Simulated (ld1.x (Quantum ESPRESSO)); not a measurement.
**P (Z = 15): one change to a TM potential, before and after**

ld1.x (Quantum ESPRESSO) 7.5 input, shortened:

```
&input
   title='P', zed=15., rel=0, dft='PBESOL', iswitch=3,
   config='[Ne] 3s2 3p3'
 /
 &inputp
   pseudotype=2, tm=.true., lloc=1,
   nlcc=.true., new_core_ps=.true., rcore=0.90
 /
2
3S  1  0   2.00   0.00  1.75  1.75  0.0
3P  2  1   3.00   0.00  1.85  1.85  0.0
 &test
   configts(1)='3s2 3p3'
 /
```

Change: all radii but the core radius scaled by about 0.88 (s 1.54, p 1.62 bohr).

Cutoffs: the cutoffs (Ry, on a coarse ladder) from which the occupation-weighted sum of valence levels, in a spherical-Bessel basis at the reference potential, stays within 10 and 1 mRy of its value at 400 Ry; they do not see the model core or the augmentation charge, which bear on the density cutoff. Errors are all-electron minus pseudo energies relative to the spin-unpolarised reference configuration.

Question: How do hardness, ghosts and transferability respond?

Answer: The potential gets neither clearly harder nor softer (21 Ry and 45 Ry → 21 Ry and 50 Ry); of the 7 tests that both files solve, the error grows in 1 and shrinks in 2 by more than 15 % and 0.3 meV (median size 3.2 → 4.0 meV); neither file shows a bound ghost.

```csv
quantity,base,changed
"cutoff, loose",21 Ry,21 Ry
"cutoff, tight",45 Ry,50 Ry
loose cutoff by channel (10 mRy a level),"s 15 Ry, p 8 Ry","s 18 Ry, p 8 Ry"
bound ghosts,none,none
"error for 3s2 3p2, meV [ΔE 9.71 eV]",+3.2,+2.9
"error for 3s2 3p1, meV [ΔE 28.83 eV]",+22,+20
"error for 3s2 3p0, meV [ΔE 58.55 eV]",+77,+65
"error for 3s2 3p3.3, meV [ΔE -1.30 eV]",+0.1,+0.1
"error for 3s1 3p3, meV [ΔE 18.71 eV]",+1.0,+4.0
"error for 3s1 3p4, meV [ΔE 8.42 eV]",-3.1,-0.8
"error for 3s1 3p0, meV [ΔE 110.34 eV]",+149,+145
```
